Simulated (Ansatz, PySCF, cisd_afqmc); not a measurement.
System: PN, charge 0, singlet. PN (azanylidynephosphane, SMILES P#N).
B3LYP-D3(BJ)/def2-TZVP minimum from Ansatz (a first-principles code):
```xyz
2

N      0.0000     0.0000    -1.0110
P      0.0000     0.0000     0.4718
```

Atomisation energy term by term, kcal/mol (programs: Ansatz, cisd_afqmc). Radicals and triplets start from unrestricted determinants; spin-orbit coupling is neglected. Correlated methods leave the cores frozen. Rows without X2C or -DK are non-relativistic. AFQMC is phaseless with a CISD trial state; ± is one standard error, without the phaseless bias. Outlying blocks are dropped, and bars are widened where a walk drifts. Over all cases where full CI ran beside it in this data, AFQMC minus full CI had a median of +0.1 mEh and passed +0.4 mEh in a tenth of the cases. CBS(X,Y): correlation extrapolated as X^-3, Hartree-Fock from the larger set (Q,5: extrapolated as (X+1)exp(-9√X)). A bracket is a step between two methods taken in the basis named. 'core' is core correlation in cc-pwCVTZ (1s frozen past Ne), 'X2C' scalar relativity in cc-pVTZ-DK, both at CCSD(T). The restricted determinant of NP (N#P, singlet) is unstable towards broken spin symmetry in at least one set run.

| term | basis | kcal/mol |
|---|---|---|
| Hartree-Fock | CBS(cc-pV(Q+d)Z,cc-pV(5+d)Z) | 41.03 |
| CCSD correlation | CBS(cc-pV(Q+d)Z,cc-pV(5+d)Z) | 92.71 |
| (T) | CBS(cc-pV(Q+d)Z,cc-pV(5+d)Z) | 11.40 |
| CCSDT(Q) - CCSD(T) | cc-pV(5+d)Z | 0.86 |
| CCSDTQ - CCSDT(Q) | cc-pV(D+d)Z | -0.29 |
| core correlation | cc-pwCVTZ | 0.97 |
| scalar relativity | X2C, cc-pVTZ-DK | -0.17 |
| minus zero-point energy | Hessian by PySCF at B3LYP-D3(BJ)/def2-TZVP | -2.01 |
| sum: D0 |  | 144.5 |

The step beyond CCSD(T) by other levels: CCSDTQ in cc-pV(D+d)Z 0.93; AFQMC/CISD in cc-pV(D+d)Z 0.31 ± 0.25; CCSDT(Q) in cc-pV(D+d)Z 1.22; AFQMC/CISD in cc-pV(T+d)Z 0.32 ± 0.21; CCSDT(Q) in cc-pV(T+d)Z 0.90; AFQMC/CISD in cc-pV(Q+d)Z -0.06 ± 0.51; CCSDT(Q) in cc-pV(Q+d)Z 0.88 kcal/mol.
